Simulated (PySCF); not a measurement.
**Orbital picture of BeO⁺**

UHF at R = 1.447 Å; PySCF, no relativity, basis sets Be aug-pcseg-1, O aug-pcseg-1. State: ²Π (doublet), unpaired electrons π ↑. Only the outer orbitals are listed, counted within each symmetry.

```
spin  orbital  occ.  ε (eV)  on Be (%)   main shells (%)
   α       3σ     1  -43.61          7            92 O s
   α       1π     1  -24.18          3            97 O p
   α       4σ     1  -23.37         11            84 O p
   α       1π     1  -21.74          4            95 O p
   α       5σ     0   -8.57         96  67 Be s, 30 Be p
   β       3σ     1  -39.20          8            90 O s
   β       4σ     1  -22.10         13            81 O p
   β       1π     1  -20.24          7            92 O p
   β       5σ     0   -8.53         96  65 Be s, 31 Be p
   β       1π     0   -6.60         66   66 Be p, 32 O p
```

Q: Which are the highest filled and the lowest empty level, where do they sit, and how wide is the gap?

A: Highest filled β 1π at -20.24 eV (in %: 92 O p); lowest empty α 5σ at -8.57 eV (in %: 67 Be s, 30 Be p); the gap at UHF is 11.67 eV.

* bond order (Mayer): 0.92
* ⟨S²⟩: 0.759
* charge on Be (Mulliken, basis-dependent): 1.48
* charge on Be (Löwdin, basis-dependent): 1.36
* dipole moment (positive dipole points towards O; it is taken about the centre of mass and depends on that origin): -8.10 D
* polarisability along the bond: 10.1 bohr³
* polarisability across the bond: 7.8 bohr³

The state is the lowest determinant that a PBE0 search found; another state may lie lower at other levels.
